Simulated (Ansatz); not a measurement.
def2 core potentials replace the inner electrons of Sn.

# C$_{4}$H$_{9}$Cl$_{3}$Sn, SMILES `C[C](C)(C)[Sn]([Cl])([Cl])[Cl]` (charge 0, multiplicity 1)

Level of theory: Ansatz (a quantum-chemistry and plane-wave program) with CAM-B3LYP-D3(BJ)/def2-TZVP // PBE0-D3(BJ)/def2-SVP.

- HOMO: -9.41 eV
- dipole moment: 0.916 e·Å
- LUMO: -1.21 eV
- HOMO–LUMO gap: 8.21 eV
- total energy: -47700.05 eV
- cost: around 50 core-seconds (rough)

```xyz
17

C     -0.7360    -0.0731     1.4517
C     -0.2614    -0.1249     0.0059
C     -0.0719    -1.5530    -0.4869
C     -1.1520     0.6906    -0.9217
Sn     1.7009     0.8119    -0.0373
Cl     2.6071     0.8260    -2.2004
Cl     3.2278    -0.3094     1.3453
Cl     1.6140     3.0395     0.6911
H     -0.8247     0.9610     1.8193
H     -1.7348    -0.5397     1.5247
H     -0.0620    -0.6235     2.1263
H     -1.0470    -2.0726    -0.4832
H      0.3180    -1.5852    -1.5161
H      0.6116    -2.1246     0.1599
H     -2.1656     0.2512    -0.9335
H     -1.2466     1.7356    -0.5882
H     -0.7777     0.6905    -1.9571
```
Charge 0, spin multiplicity 1.
